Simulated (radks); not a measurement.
Values are calculated unless marked as measured or tabulated.
Task: Code: a radial shooting solver on a logarithmic mesh with Libxc functionals. Model: scalar-relativistic Kohn-Sham, LB94 model potential, spin-unpolarised, spherical densities, finite nucleus; Fermi nuclear charge, rms radius of each element as measured or else 0.836 A^(1/3) + 0.57 fm. Response by self-consistent Sternheimer equations with the Hartree and adiabatic LDA kernel, the relativistic mass of each level held fixed and spin-orbit coupling left out. Rank Be2+, F7+, B3+, O6+, He, C4+, Li+, Ne8+, N5+ (NIST ground configurations) by static dipole polarisability, largest first.

Result: He 1.390, Li+ 0.1984, Be2+ 0.05388, B3+ 0.02018, C4+ 0.009177, N5+ 0.004751, O6+ 0.002699, F7+ 0.001644, Ne8+ 0.001058 bohr^3.
